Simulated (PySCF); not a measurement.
Bond stretch in SMILES BB. The B1–B4 bond (B1 also carries H, H; B4 carries H, H) is varied alone, starting from the PBE0/def2-TZVP optimised geometry.

Computed with: RKS-PBE = PySCF with restricted PBE/def2-TZVP; UKS-PBE = unrestricted PBE/def2-TZVP (PySCF); RKS-BHandHLYP = restricted BHandHLYP/def2-TZVP (PySCF); UCCSD(T) = CCSD(T) on UHF/def2-TZVP, 2 core orbitals frozen run with PySCF.

Energies relative to the lowest point of each curve near equilibrium, in eV; the last columns give the difference from UCCSD(T):

```
R / Å  RKS-PBE  UKS-PBE  RKS-BHandHLYP  UCCSD(T)  RKS-PBE − UCCSD(T)  UKS-PBE − UCCSD(T)  RKS-BHandHLYP − UCCSD(T)
-----  -------  -------  -------------  --------  ------------------  ------------------  ------------------------
1.30     1.738    1.738          1.925     2.039              -0.301              -0.301                    -0.114
1.38     0.844    0.844          0.967     1.050              -0.206              -0.206                    -0.083
1.45     0.373    0.373          0.452     0.509              -0.135              -0.135                    -0.057
1.54     0.070    0.070          0.103     0.129              -0.059              -0.059                    -0.027
1.56     0.038    0.038          0.062     0.082              -0.045              -0.045                    -0.021
1.63     0.000    0.000          0.000     0.000               0.000               0.000                     0.000
1.69     0.042    0.042          0.027     0.011               0.031               0.031                     0.016
1.74     0.117    0.117          0.093     0.064               0.053               0.053                     0.029
1.77     0.175    0.175          0.148     0.112               0.064               0.064                     0.036
1.87     0.424    0.424          0.392     0.333               0.091               0.091                     0.059
2.03     0.923    0.923          0.904     0.812               0.110               0.110                     0.092
2.18     1.433    1.433          1.444     1.321               0.111               0.111                     0.123
2.44     2.299    2.299          2.389     2.201               0.098               0.098                     0.188
2.68     3.018    3.018          3.195     2.943               0.075               0.075                     0.252
2.91     3.614    3.614          3.882     3.554               0.060               0.060                     0.328
3.26     4.346    4.328          4.757     4.252               0.095               0.076                     0.506
3.55     4.811    4.637          5.341     4.571               0.240               0.066                     0.770
3.97     5.301    4.833          5.995     4.734               0.567               0.099                     1.261
4.35     5.601    4.903          6.433     4.772               0.829               0.131                     1.660
4.85     5.855    4.938          6.845     4.786               1.069               0.152                     2.059
5.65     6.062    4.951          7.253     4.790               1.272               0.161                     2.462
```

RKS-PBE is furthest from UCCSD(T) at 5.65 (1.272 eV, above); its mean absolute difference over the points is 0.262 eV.

UKS-PBE is furthest from UCCSD(T) at 1.30 (-0.301 eV, below); its mean absolute difference over the points is 0.101 eV.

RKS-BHandHLYP is furthest from UCCSD(T) at 5.65 (2.462 eV, above); its mean absolute difference over the points is 0.483 eV.

The restricted form behind RKS-PBE, RKS-BHandHLYP keeps the bonding electrons paired and can't separate into open-shell fragments. The unrestricted determinant behind UKS-PBE is spin-contaminated at 3.26 to 5.65 Å (<S²> up to 1.0, against 0.00 for a pure singlet). The unrestricted determinant behind UCCSD(T) is spin-contaminated at 2.68 to 5.65 Å (<S²> up to 1.0, against 0.00 for a pure singlet).
